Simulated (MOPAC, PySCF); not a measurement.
C8H10SSi, SMILES `C=C(S)c1ccccc1[SiH3]` (C–C–S–H torsion 8°, S–C–C–C torsion 60°), neutral singlet in the gas phase. 

Z-matrix (Å, degrees):
```
C
C 1 1.4039
H 2 1.0921 1 119.14
C 2 1.3951 3 120.21 1 -179.32
H 4 1.0927 2 119.87 3 0.14
C 4 1.3967 5 120.29 2 179.96
H 6 1.0927 4 120.26 5 -0.24
C 6 1.3964 7 120.02 4 179.25
H 8 1.0934 6 119.03 7 -0.89
C 8 1.4068 9 119.45 6 179.15
C 1 1.4915 2 119.50 3 -1.00
C 11 1.3431 1 122.63 2 -121.38
H 12 1.0917 11 119.96 1 3.71
H 12 1.0925 13 117.63 11 -178.85
S 11 1.7797 12 124.83 13 -177.39
H 15 1.3536 11 97.12 12 7.96
Si 10 1.8901 8 118.86 9 -2.38
H 17 1.4887 10 111.26 8 -134.07
H 17 1.4918 18 108.91 10 125.26
H 17 1.4938 18 109.30 19 117.21
```
Charge 0, spin multiplicity 1.

All levels are single points at this geometry (B3LYP-D3(BJ)/def2-SVP); Pople sets use spherical d functions. Orbital energies aren't observables, and empty levels follow the basis.

SVWN5/6-31G* in PySCF gives HOMO (eV) = -5.41.

Task: Estimate the HOMO (eV) from each of these levels: PBE-D3(BJ)/def2-TZVP in PySCF; ωB97X-D3(BJ)/def2-TZVP in PySCF; B3LYP/3-21G in PySCF; B3LYP/6-311+G** in PySCF; B3LYP/6-31G* in PySCF; BP86/6-31G* in PySCF; M06-2X/6-31G* in PySCF; HF/6-31G* in PySCF; HF/STO-3G in PySCF; PM3 in MOPAC; PM6 in MOPAC; PM7 in MOPAC.

Result: 
```
level                            HOMO (eV)
-------------------------------  ---------
PBE-D3(BJ)/def2-TZVP in PySCF        -5.51
ωB97X-D3(BJ)/def2-TZVP in PySCF      -8.82
B3LYP/3-21G in PySCF                 -6.21
B3LYP/6-311+G** in PySCF             -6.37
B3LYP/6-31G* in PySCF                -6.12
BP86/6-31G* in PySCF                 -5.38
M06-2X/6-31G* in PySCF               -7.49
HF/6-31G* in PySCF                   -8.61
HF/STO-3G in PySCF                   -6.47
PM3 in MOPAC                         -8.89
PM6 in MOPAC                         -8.95
PM7 in MOPAC                         -8.83
```
